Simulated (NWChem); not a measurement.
System: CH₅FO₂Si; SMILES C(F)[SiH](O)O

Here is an NWChem input.

```
start job
memory heap 200 mb stack 900 mb global 1100 mb
geometry units angstroms noautoz
  O      1.498049    -0.704286    -0.467430
  Si     0.037058    -0.429458     0.272742
  O     -1.022798    -1.605879    -0.206886
  C     -0.761118     1.178802    -0.294080
  F      0.012687     2.237665     0.154539
  H      2.287784    -0.417032    -0.001595
  H      0.252577    -0.390521     1.751272
  H     -0.715856    -2.516505    -0.175275
  H     -0.830371     1.220096    -1.395656
  H     -1.786248     1.285353     0.103359
end
basis spherical
  O library 6-31g*
  Si library 6-31g*
  C library 6-31g*
  F library 6-31g*
  H library 6-31g*
end
dft
  xc xpbe96 cpbe96
  iterations 150
  mulliken
end
task dft energy
```

Coordinates come from a PBE0/def2-SVP optimisation.

Problem. Predict the main results of this run. (PBE/6-31G* (spherical d).) Quantities: energy (Ha); highest occupied level (eV); orbital gap (eV); dipole (D).

Solution. The energy (Ha) is -580.47, the highest occupied level (eV) is -6.31 and the orbital gap (eV) comes out as 6.45. The dipole (D) comes out as 1.68.
